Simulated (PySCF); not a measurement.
C2H5Si, SMILES [CH2][Si]C (connectivity only; charge and spin as stated), neutral, multiplicity 2.

The structure is a stationary point at ωB97X-D3(BJ)/def2-TZVP. The isomer is the one that the SMILES or the coordinates give; other isomers of the formula were not compared.

Two levels are set side by side: PBE/def2-TZVPD (PySCF) and M06-2X/def2-TZVPD (PySCF). Same geometry, gas phase. Differences are taken from unrounded values.

| quantity | PBE |
|---|---|
| α-spin orbital gap (eV) | 3.63 |
| β-spin orbital gap (eV) | 1.58 |
| dipole moment (D) | 1.65 |
| mean polarisability (bohr³) | 62.9 |

Q: These are the PBE values. What does M06-2X give? (Estimate from the structure and the level; the computed values follow.)

A: 
```json
[
 {"quantity": "α-spin orbital gap (eV)", "M06-2X": "7.22", "PBE minus M06-2X": "-3.59"},
 {"quantity": "β-spin orbital gap (eV)", "M06-2X": "4.45", "PBE minus M06-2X": "-2.87"},
 {"quantity": "dipole moment (D)", "M06-2X": "1.77", "PBE minus M06-2X": "-0.11"},
 {"quantity": "mean polarisability (bohr³)", "M06-2X": "60.3", "PBE minus M06-2X": "2.6"}
]
```

PBE's more diffuse valence density responds more strongly to a field. Differences between two approximate levels are no errors against the true value.

Rough cost on one machine, each run with all the roots and properties that it gave: M06-2X against PBE within a factor of 2.
